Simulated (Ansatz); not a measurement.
The same path of CH7B2N (11 atoms, charge 0, multiplicity 1) was run twice with different band settings. The coordinate that changes most is the height of N4 over the plane of its neighbours.

Theory: RKS B3LYP-D4/def2-SVP in Ansatz 0.2.0.

Relaxed end points:

```xyz
11
Properties=species:S:1:pos:R:3
C -0.556 1.621 0.510
B -0.794 0.201 -0.122
B 0.429 -0.817 -0.684
N 1.064 -1.838 0.027
H -1.315 1.911 1.255
H -0.702 2.324 -0.339
H 0.452 1.813 0.909
H -1.956 -0.108 -0.312
H 0.806 -0.656 -1.833
H 1.790 -2.422 -0.374
H 0.848 -2.085 0.986
```

```xyz
11
Properties=species:S:1:pos:R:3
C -0.933 1.522 0.093
B -0.004 0.417 0.716
B 0.913 -0.690 -0.168
N 0.540 -1.984 -0.538
H -1.833 1.723 0.700
H -1.221 1.382 -0.961
H -0.340 2.460 0.147
H 0.129 0.461 1.926
H 2.023 -0.334 -0.528
H 1.143 -2.606 -1.065
H -0.350 -2.409 -0.303
```

Common settings: movable images 5; climbing image yes; spring 5.0 eV/Å²; start path through a guess of the saddle point; force threshold 0.05 eV/Å; iteration limit 60; end points relaxed.

| run | optimiser | largest step |
| --- | --- | --- |
| 1 | quadratic models (default) | default |
| 2 | fire | 0.5 Å |

(1) What does each run give, and how far can it be trusted?

## Answers

(1) Run 1: converged after 10 iterations, highest image 0.122 eV above the first end. A vibrational analysis at the climbing image gives 2 clearly imaginary modes (167i, 59i cm⁻¹): a point of higher order, so a lower path passes nearby.
Run 2: converged after 37 iterations, highest image 0.126 eV above the first end. The order of the stationary point at the top wasn't checked.
